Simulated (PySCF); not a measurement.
A geometry optimisation, step by step.

Species: C2H10AsGa.
SMILES with atom numbers: `[CH3:1][CH2:2][AsH2+:3][GaH3-:4]` (hydrogens: H5, H6, H7 on C1; H8, H9 on C2; H10, H11 on As3; H12, H13, H14 on Ga4)

Method: PBE0-D3(BJ)/def2-SVP geometry optimisation, gas phase in PySCF 2.14.0; density fitting, grid level 1; the optimiser is geomeTRIC in internal coordinates, started from a GFN2-xTB structure with every atom displaced at random (about 0.01 Å). The frame can shift and turn from step to step; on so coarse a grid that alone can change the energy by a few meV, and forces under 0.02 eV/Å are noise.

Step 0: E = -115423.0868 eV, largest atomic force 1.850 eV/Å
```
atom  x, y, z in Å  |  force x, y, z in eV/Å
C1     -2.115   -0.197    0.400   -0.520   1.526  -0.908
C2     -0.704    0.325    0.289    0.008  -0.156   0.347
As3     0.535   -0.946   -0.542    0.342   0.643   0.752
Ga4     2.661    0.714   -0.278   -0.710   0.511   0.109
H5     -2.538   -0.402   -0.605    0.051  -0.060   0.282
H6     -2.184   -1.076    0.994   -0.073  -1.155   0.716
H7     -2.762    0.578    0.862    0.078  -0.236  -0.069
H8     -0.287    0.577    1.281    0.064  -0.152  -0.089
H9     -0.657    1.259   -0.278    0.066   0.097  -0.270
H10    -0.316   -1.333   -1.681   -0.294  -0.043  -0.913
H11     0.100   -2.157    0.238    0.240  -0.196   0.295
H12     2.490    0.802    1.285   -0.090  -0.063   0.094
H13     1.924    1.851   -1.125    0.042  -0.203   0.082
H14     3.848   -0.010   -0.857    0.798  -0.514  -0.428
```

Step 1: E = -115423.2641 eV, largest atomic force 0.455 eV/Å
```
atom  x, y, z in Å  |  force x, y, z in eV/Å
C1     -2.188   -0.201    0.399   -0.038  -0.060   0.082
C2     -0.775    0.341    0.320    0.033   0.027  -0.002
As3     0.557   -0.858   -0.487   -0.394   0.227   0.015
Ga4     2.737    0.696   -0.313    0.030  -0.217  -0.073
H5     -2.590   -0.432   -0.598   -0.015  -0.053  -0.045
H6     -2.250   -1.118    1.013    0.033   0.098  -0.093
H7     -2.861    0.543    0.853   -0.012   0.012   0.031
H8     -0.377    0.589    1.315    0.032  -0.019   0.039
H9     -0.729    1.275   -0.262    0.019  -0.028  -0.038
H10    -0.246   -1.233   -1.730    0.241   0.017   0.078
H11     0.190   -2.095    0.312    0.183  -0.058  -0.035
H12     2.564    0.768    1.260    0.020   0.002  -0.016
H13     2.012    1.816   -1.165    0.015  -0.007  -0.001
H14     3.950   -0.107   -0.936   -0.147   0.059   0.058
```

Step 2: E = -115423.2929 eV, largest atomic force 0.300 eV/Å
```
atom  x, y, z in Å  |  force x, y, z in eV/Å
C1     -2.200   -0.201    0.396   -0.041   0.013   0.011
C2     -0.789    0.352    0.335   -0.016  -0.039  -0.023
As3     0.555   -0.834   -0.463   -0.094   0.269   0.091
Ga4     2.731    0.683   -0.321   -0.079  -0.189  -0.014
H5     -2.590   -0.437   -0.606    0.010  -0.007   0.007
H6     -2.253   -1.120    1.002    0.005   0.004  -0.014
H7     -2.884    0.533    0.851    0.007  -0.008   0.004
H8     -0.399    0.595    1.336    0.010  -0.020  -0.007
H9     -0.739    1.286   -0.246    0.019  -0.017  -0.021
H10    -0.175   -1.203   -1.740    0.050  -0.034  -0.002
H11     0.229   -2.094    0.315    0.100  -0.035  -0.046
H12     2.585    0.766    1.252    0.034   0.038   0.008
H13     2.014    1.804   -1.176    0.015   0.024   0.001
H14     3.908   -0.146   -0.952   -0.019   0.000   0.003
```

Step 3: E = -115423.3174 eV, largest atomic force 0.261 eV/Å
```
atom  x, y, z in Å  |  force x, y, z in eV/Å
C1     -2.229   -0.212    0.392    0.010   0.049  -0.041
C2     -0.827    0.371    0.356   -0.090  -0.104  -0.022
As3     0.551   -0.770   -0.426    0.191   0.171   0.050
Ga4     2.734    0.643   -0.335   -0.124  -0.016   0.076
H5     -2.597   -0.454   -0.618    0.009   0.030   0.022
H6     -2.264   -1.136    0.985   -0.013  -0.062   0.050
H7     -2.937    0.500    0.845    0.016  -0.006  -0.014
H8     -0.453    0.610    1.364   -0.013   0.011  -0.018
H9     -0.779    1.305   -0.225   -0.002   0.010   0.009
H10    -0.079   -1.147   -1.743   -0.103  -0.053  -0.056
H11     0.309   -2.070    0.310   -0.022  -0.019  -0.007
H12     2.661    0.786    1.239    0.047   0.022   0.017
H13     2.059    1.802   -1.176    0.027   0.029  -0.021
H14     3.845   -0.245   -0.987    0.069  -0.065  -0.046
```

Step 4: E = -115423.3249 eV, largest atomic force 0.154 eV/Å
```
atom  x, y, z in Å  |  force x, y, z in eV/Å
C1     -2.243   -0.225    0.390    0.020   0.018  -0.030
C2     -0.850    0.379    0.360   -0.058  -0.086   0.002
As3     0.551   -0.735   -0.417    0.133   0.079   0.000
Ga4     2.748    0.630   -0.336   -0.064   0.046   0.056
H5     -2.603   -0.468   -0.622    0.002   0.024   0.014
H6     -2.267   -1.151    0.982   -0.010  -0.037   0.032
H7     -2.962    0.477    0.841    0.007  -0.001  -0.010
H8     -0.483    0.622    1.370   -0.016   0.018  -0.011
H9     -0.813    1.315   -0.219   -0.009   0.013   0.012
H10    -0.072   -1.123   -1.737   -0.068  -0.030  -0.031
H11     0.336   -2.047    0.307   -0.036  -0.001   0.008
H12     2.715    0.794    1.239    0.028   0.003   0.000
H13     2.110    1.811   -1.178    0.032   0.011  -0.009
H14     3.826   -0.294   -0.997    0.042  -0.056  -0.034
```

Step 5: E = -115423.3334 eV, largest atomic force 0.095 eV/Å
```
atom  x, y, z in Å  |  force x, y, z in eV/Å
C1     -2.266   -0.255    0.385    0.015  -0.031   0.004
C2     -0.895    0.393    0.369    0.011  -0.007   0.015
As3     0.549   -0.666   -0.405   -0.020  -0.046  -0.034
Ga4     2.788    0.614   -0.339    0.060   0.072  -0.013
H5     -2.612   -0.499   -0.630   -0.007  -0.001  -0.006
H6     -2.268   -1.187    0.973    0.000   0.017  -0.012
H7     -3.008    0.423    0.835   -0.009   0.003   0.003
H8     -0.548    0.647    1.384   -0.004   0.008   0.003
H9     -0.887    1.334   -0.203   -0.020   0.007   0.009
H10    -0.075   -1.074   -1.724    0.009   0.013   0.017
H11     0.360   -1.989    0.309   -0.015   0.015   0.013
H12     2.821    0.801    1.233   -0.013  -0.020  -0.011
H13     2.238    1.832   -1.192    0.018  -0.015   0.009
H14     3.796   -0.391   -1.013   -0.025  -0.014   0.004
```

Step 6: E = -115423.3361 eV, largest atomic force 0.090 eV/Å
```
atom  x, y, z in Å  |  force x, y, z in eV/Å
C1     -2.278   -0.274    0.382    0.002  -0.027   0.013
C2     -0.921    0.405    0.379    0.017   0.025  -0.001
As3     0.546   -0.624   -0.395   -0.035  -0.054  -0.022
Ga4     2.816    0.608   -0.345    0.075   0.041  -0.028
H5     -2.613   -0.518   -0.637   -0.003  -0.007  -0.008
H6     -2.264   -1.209    0.964    0.002   0.020  -0.017
H7     -3.037    0.385    0.832   -0.008   0.001   0.005
H8     -0.587    0.662    1.396    0.002  -0.004   0.006
H9     -0.934    1.350   -0.188   -0.014  -0.001   0.004
H10    -0.069   -1.039   -1.716    0.011   0.019   0.021
H11     0.366   -1.949    0.315   -0.001   0.010   0.007
H12     2.879    0.797    1.224   -0.019  -0.012  -0.006
H13     2.320    1.840   -1.208    0.005  -0.011   0.013
H14     3.769   -0.451   -1.022   -0.034  -0.001   0.012
```

Step 7: E = -115423.3375 eV, largest atomic force 0.050 eV/Å
```
atom  x, y, z in Å  |  force x, y, z in eV/Å
C1     -2.287   -0.292    0.380   -0.006  -0.005   0.009
C2     -0.947    0.420    0.388    0.003   0.026   0.004
As3     0.542   -0.581   -0.384   -0.017  -0.019  -0.009
Ga4     2.847    0.601   -0.354    0.044   0.001  -0.023
H5     -2.611   -0.536   -0.643    0.002  -0.004  -0.002
H6     -2.253   -1.230    0.954    0.002   0.005  -0.007
H7     -3.065    0.344    0.830   -0.001  -0.001   0.003
H8     -0.624    0.678    1.409   -0.001  -0.008   0.004
H9     -0.981    1.368   -0.172    0.001  -0.006  -0.003
H10    -0.068   -1.000   -1.706    0.006   0.007   0.002
H11     0.371   -1.909    0.323    0.006   0.002   0.004
H12     2.931    0.787    1.214   -0.014  -0.002   0.002
H13     2.404    1.846   -1.224   -0.005   0.001   0.008
H14     3.735   -0.513   -1.032   -0.019   0.002   0.008
```

Step 8: E = -115423.3376 eV, largest atomic force under 0.02 eV/Å
```
atom  x, y, z in Å  |  force x, y, z in eV/Å
C1     -2.290   -0.297    0.381   -0.004   0.002   0.001
C2     -0.956    0.427    0.392   -0.002   0.007   0.003
As3     0.540   -0.564   -0.381    0.000  -0.001  -0.005
Ga4     2.858    0.597   -0.360    0.015  -0.003  -0.007
H5     -2.610   -0.543   -0.644    0.000  -0.001   0.000
H6     -2.247   -1.237    0.952    0.001  -0.001   0.000
H7     -3.075    0.330    0.832    0.001   0.000   0.002
H8     -0.637    0.684    1.414    0.002  -0.005   0.001
H9     -0.998    1.375   -0.166    0.002  -0.003  -0.003
H10    -0.066   -0.984   -1.704   -0.004   0.002   0.001
H11     0.374   -1.894    0.326    0.003   0.000   0.000
H12     2.947    0.782    1.208   -0.005   0.000   0.002
H13     2.435    1.847   -1.230   -0.003   0.002   0.004
H14     3.717   -0.539   -1.038   -0.006  -0.001   0.003
```

Problem. Summarise the path.

Solution. The energy falls by 5.78 kcal/mol from step 0 to step 8; nine tenths of that is first reached at step 3. It falls at every step. The largest force goes from 1.850 to under 0.02 eV/Å. Among the bonds As3–Ga4 changes most, from 2.710 to 2.593 Å; the atoms move by 0.379 Å rms after alignment.

The cost below is that of the whole optimisation. Hardware: an Arm Neoverse N1 with one thread (shared host). Cost: 2.6 min, 0.54 GiB resident at most.
